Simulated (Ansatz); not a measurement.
One change: `[CH3][SnH]([CH3])[CH3]` becomes `C#[C][SnH]([CH3])[CH3]`.

Ansatz, PBE0-D4/def2-TZVP geometries, multiplicity 1. 

Elements past krypton have def2 core potentials.

```csv
property,`[CH3][SnH]([CH3])[CH3]`
HOMO–LUMO gap (PBE/def2-TZVPP) / eV,6.62
size of the dipole moment (PBE/def2-TZVPP) / D,0.61
HOMO–LUMO gap (PBE0/def2-TZVPP) / eV,8.62
HOMO energy (ωB97M-V/def2-TZVPP) / eV,-10.02
HOMO–LUMO gap (B3LYP/def2-TZVPP) / eV,8.06
size of the dipole moment (B3LYP/def2-TZVPP) / D,0.58
```

**Question.** What does the change do to each property? (Estimate.)

**Answer.** The calculation gave: 
| property | `C#[C][SnH]([CH3])[CH3]` | shift |
| --- | --- | --- |
| HOMO–LUMO gap (PBE/def2-TZVPP) / eV | 5.93 | -0.69 |
| size of the dipole moment (PBE/def2-TZVPP) / D | 1.12 | 0.51 |
| HOMO–LUMO gap (PBE0/def2-TZVPP) / eV | 7.95 | -0.67 |
| HOMO energy (ωB97M-V/def2-TZVPP) / eV | -9.90 | 0.12 |
| HOMO–LUMO gap (B3LYP/def2-TZVPP) / eV | 7.47 | -0.59 |
| size of the dipole moment (B3LYP/def2-TZVPP) / D | 1.10 | 0.52 |

With PBE0 the HOMO rises by 0.13 eV and the LUMO falls by 0.54 eV, so the gap narrows by about 0.67 eV. PBE moves the HOMO by 0.13 eV and ωB97M-V by 0.12 eV. Dipoles are sizes alone; their direction can turn.

B3LYP here is the variant with VWN-RPA as its local correlation; programs differ in this.
